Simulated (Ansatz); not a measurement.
HF+, multiplicity 2 (the spin of the measured ground state), most abundant isotopes (1.0078 and 18.9984 u). Constants from fifth-degree fits in 1/R to seven points on the lowest solution found; no spin–orbit coupling, no relativity up to Kr; ω_e x_e and α_e move by some per cent with the fit.

Frozen-core correlation. CBS(a, b) extrapolates the correlation energy as X⁻³ and adds the Hartree–Fock energy of set b.

The values were computed with Ansatz (an electronic-structure program). 

```json
[
 {"level": "PBE/def2-TZVPP", "r_e (Å)": "1.0229", "ω_e (cm⁻¹)": "2909.7", "ω_e x_e (cm⁻¹)": "91.8", "α_e (cm⁻¹)": "0.873"},
 {"level": "CCSD(T)/CBS(aug-cc-pVQZ, aug-cc-pV5Z)", "r_e (Å)": "1.0012", "ω_e (cm⁻¹)": "3101.4", "ω_e x_e (cm⁻¹)": "93.0", "α_e (cm⁻¹)": "0.876"}
]
```

Predict ω_e, ω_e x_e, B_e and the fall in zero-point energy on putting deuterium (2.014102 u) for H, at CCSD(T)/CBS(aug-cc-pVQZ, aug-cc-pV5Z).


The curve stays; ρ = √(μ_H/μ_D) = √(0.95706/1.82105) = 0.72495. ω_e scales with ρ: 2248 cm⁻¹; ω_e x_e and B_e with ρ²: 48.9 and 9.235 cm⁻¹. The zero-point energy falls by 415 cm⁻¹, by which D₀ of the deuteride is larger.
